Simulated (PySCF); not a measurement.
SMILES [CH3][Al]([CH3])/[CH]=C/[SiH2]N (GFN2-xTB optimised geometry):

```
19

Si     0.084     0.555     0.000
N     -0.364    -0.123    -1.523
C     -0.538    -0.387     1.520
C     -1.282    -1.504     1.506
Al    -1.817    -2.314     3.237
C     -1.229    -1.427     4.925
C     -2.920    -3.976     3.284
H      1.550     0.555     0.000
H     -0.491     1.903     0.000
H      0.039    -1.006    -1.795
H     -1.333    -0.098    -1.796
H     -0.266     0.016     2.495
H     -1.550    -1.903     0.523
H     -1.594    -0.399     5.022
H     -1.597    -1.972     5.802
H     -0.140    -1.373     5.027
H     -3.884    -3.826     3.783
H     -3.143    -4.357     2.282
H     -2.426    -4.791     3.826
```

Calculation: PySCF with PBE0/def2-SVP.

Problem. What are the frontier orbital energies and the dipole moment?

Solution. HOMO-2 -7.67 eV, HOMO-1 -7.64 eV, HOMO -6.86 eV, LUMO -1.19 eV, LUMO+1 0.68 eV; dipole moment 1.24 D.

On the same geometry PySCF with PBE/def2-SVP gives HOMO-2 -6.34 eV, HOMO-1 -6.20 eV, HOMO -5.49 eV, LUMO -1.99 eV, LUMO+1 -0.09 eV; dipole moment 1.18 D.

Meta-Löwdin charges at PBE0/def2-SVP: Si1 0.72, N2 -0.68, C3 -0.31, C4 -0.36, Al5 0.79, C6 -0.61, C7 -0.61, H8 -0.12, H9 -0.12, H10 0.21, H11 0.21, H12 0.09, H13 0.09, H14 0.11, H15 0.11, H16 0.11, H17 0.11, H18 0.11, H19 0.11.
